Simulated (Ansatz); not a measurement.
Computed with Ansatz on PBE0-D4/def2-TZVP structures; ΔE is electronic, products minus reactants. CBS: MP2 limit from def2 TZ/QZ plus the TZ coupled-cluster correction, frozen cores. This one scheme is used for every species. Functionals use def2-TZVPP. Each species was taken in one conformer, which may not be the lowest.

`[NH2][AlH][CH]=O` + CH₃NH₂ → `C[NH][AlH][NH2]` + `C=O`  (ligand exchange at the Al–C bond)

`[NH2][AlH][CH]=O`:

```xyz
8

N     1.148   -0.406    0.944
Al    0.175    0.768    0.068
C    -1.288   -0.130   -1.005
O    -1.353   -1.340   -0.943
H     1.931   -0.216    1.545
H     0.965   -1.396    0.891
H     0.460    2.323    0.149
H    -2.039    0.398   -1.647
```

CH₃NH₂:

Z-matrix (Å, degrees):
```
C
N 1 1.453
H 1 1.092 2 109.4
H 1 1.100 2 115.4 3 -121.6
H 1 1.092 2 109.4 3 116.8
H 2 1.012 1 110.6 3 62.6
H 2 1.012 1 110.6 3 -179.3
```

`C[NH][AlH][NH2]`:

Z-matrix (Å, degrees):
```
C
N 1 1.445
H 1 1.097 2 112.6
H 1 1.097 2 112.6 3 121.8
H 1 1.093 2 110.2 3 -119.1
Al 2 1.771 1 129.3 3 118.4
H 2 1.009 1 112.0 3 -61.4
N 6 1.770 2 120.2 1 0.0
H 6 1.580 2 119.6 1 179.9
H 8 1.007 6 123.3 2 179.8
H 8 1.006 6 126.7 2 -0.2
```

`C=O`:

```xyz
4

C    -0.003   -0.004    0.000
O     0.734    0.935    0.058
H    -0.208   -0.646    0.880
H    -0.524   -0.286   -0.938
```

CCSD(T)/CBS gives -102.6 kJ/mol.

Question: Another level gave -96.2 kJ/mol. Which?
A. LC-ωPBE/def2-TZVPP
B. LDA (SPW92)/def2-TZVPP
C. SCS-MP2/def2-TZVPP
D. PBE-D4/def2-TZVPP

Answer: B. LDA (SPW92) -96.2, PBE-D4 -91.9, LC-ωPBE -100.2, SCS-MP2/def2-TZVPP -107.7 kJ/mol.

Largest T1 diagnostic among the species: 0.015.

Leaving LDA and LC-ωPBE aside and taking each functional with its dispersion term where it has one, the values, not all of them listed here, spread over 14.7 kJ/mol, from BHLYP-D4 to PBE-D4. LDA lies −6.3 kJ/mol from PBE without D4. From PBE to PBE0 (25 % exact exchange), in def2-TZVPP and without D4, ΔE moves by −5.9 kJ/mol. The D4 term adds −3.1 kJ/mol with B3LYP and −1.8 kJ/mol with PBE0; it sums over pairs of atoms, weighted by their polarisabilities, and B3LYP, whose exchange is more repulsive, gets the larger term.

B3LYP here is the variant with VWN-RPA as its local correlation; programs differ in this.
